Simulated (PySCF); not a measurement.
**C₆ coefficients of unlike pairs at UHF**

Calculated with PySCF 2.14 from the dipole response of each species, C₆(A,B) = (3/π) ∫ α_A(iu) α_B(iu) du, in atomic units, from isotropic polarisabilities. For ions this is the dispersion term alone; charge-induced terms of lower order in 1/R come first.

```csv
species,configuration,basis,relativity,α (bohr³),C₆ (like pair)
Pd²⁺,[Kr] 4d8 (3F),"x2c-TZVPPall with one added diffuse shell each of s, p, d, f type (9s7p7d3f1g)",spin-free X2C,6.033,31.13
Xe⁺,[Kr] 4d10 5s2 5p5 (2P),def2-QZVPPD with the def2 core potential (28 electrons) (8s7p5d4f1g),core potential,17.79,154.6
Zn,[Ar] 3d10 4s2 (1S),aug-cc-pVQZ-DK (9s8p6d4f3g2h),spin-free X2C,50.82,401.8
```

Task: Estimate C₆ for Zn with Pd²⁺.

Result: The integral gives 85.40. The combination rule 2 C_A C_B / (C_A α_B/α_A + C_B α_A/α_B) gives 80.73 and the geometric mean 111.9.

No spin-orbit coupling is included.

The other pairs:

| pair | C₆ |
| --- | --- |
| Zn, Xe⁺ | 220.1 |
| Xe⁺, Pd²⁺ | 66.72 |
